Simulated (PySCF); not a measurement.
Level of theory: PBE-D3(BJ)/def2-TZVP // B3LYP-D3(BJ)/def2-TZVP in PySCF. All species are isolated molecules in the gas phase. One relaxed conformer stands for a flexible species; it need not be the lowest. Excitations are Tamm–Dancoff values on a coarser integration grid. The basis has no diffuse functions, so Rydberg states are missing or too high.

Reference species (SMILES): `C1CB1` (neutral, multiplicity 1).

The LUMO is -2.31 eV. The HOMO is -6.14 eV and the S1 excitation (TDA) is 4.01 eV.

Changed species: `C(=C)B`.

Question: Predict the effect on the LUMO, HOMO and S1 excitation (TDA).

Answer: the LUMO decreases by 0.79 eV, to -3.10 eV; the HOMO falls by 1.33 eV, to -7.47 eV; the S1 excitation (TDA) goes up by 0.72 eV, to 4.73 eV.
